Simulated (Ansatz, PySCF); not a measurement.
Molecule: trifluoro(methoxy)methane, C$_{2}$H$_{3}$F$_{3}$O, net charge 0, singlet state. 
Geometry from a B3LYP-D3(BJ)/def2-TZVP (Ansatz, a program for electronic structure) optimisation:
```xyz
9

C     -1.9058     0.0004    -0.4509
O     -0.6899     0.7482    -0.2696
C      0.3885     0.0410     0.0861
F      0.7182    -0.9042    -0.8235
F      1.4187     0.8737     0.2115
F      0.2250    -0.6079     1.2616
H     -2.1942    -0.4891     0.4788
H     -1.7860    -0.7343    -1.2466
H     -2.6538     0.7348    -0.7323
```
Charge 0, spin multiplicity 1.

Quantity: vertical ionisation energy (to the doublet state of charge +1; each state is the SCF solution reached for its spin), in eV. Cores are frozen in the correlated levels unless marked. Open shells are spin-unrestricted. No spin-orbit coupling. Non-relativistic. CBS(X,Y): correlation extrapolated as X^-3; Hartree-Fock from the larger set.

| level | program | vertical ionisation energy (eV) |
|---|---|---|
| HF/aug-cc-pVDZ | Ansatz | 11.32 |
| HF/aug-cc-pVTZ | Ansatz | 11.30 |
| HF/aug-cc-pVQZ | Ansatz | 11.30 |
| SVWN5/def2-TZVPD | Ansatz | 11.91 |
| PBE/def2-TZVPD | Ansatz | 11.68 |
| r2SCAN/def2-TZVPD | Ansatz | 11.85 |
| B3LYP/def2-TZVPD | Ansatz | 12.12 |
| PBE0/def2-TZVPD | Ansatz | 12.07 |
| BHLYP/def2-TZVPD | Ansatz | 12.23 |
| CAM-B3LYP/def2-TZVPD | Ansatz | 12.28 |
| wB97M-V/def2-TZVPD | Ansatz | 12.21 |
| wB97X-V/def2-TZVPD | Ansatz | 12.23 |
| B2PLYP/def2-TZVPD | Ansatz | 12.25 |
| MP2/aug-cc-pVDZ | Ansatz | 12.63 |
| RI-MP2/aug-cc-pVTZ | Ansatz | 12.80 |
| RI-MP2/aug-cc-pVQZ | Ansatz | 12.87 |
| RI-MP2/CBS(aug-cc-pVTZ,aug-cc-pVQZ) | Ansatz | 12.93 |
| SCS-MP2/aug-cc-pVDZ | Ansatz | 12.55 |
| CCSD/aug-cc-pVDZ | Ansatz | 12.24 |
| CCSD(T)/aug-cc-pVDZ | Ansatz | 12.23 |

For comparison, minus the highest occupied orbital energy (PySCF): 11.27 eV at M06-2X/def2-TZVPD, 13.95 eV at HF/def2-TZVPD, 7.81 eV at PBE/def2-TZVPD.
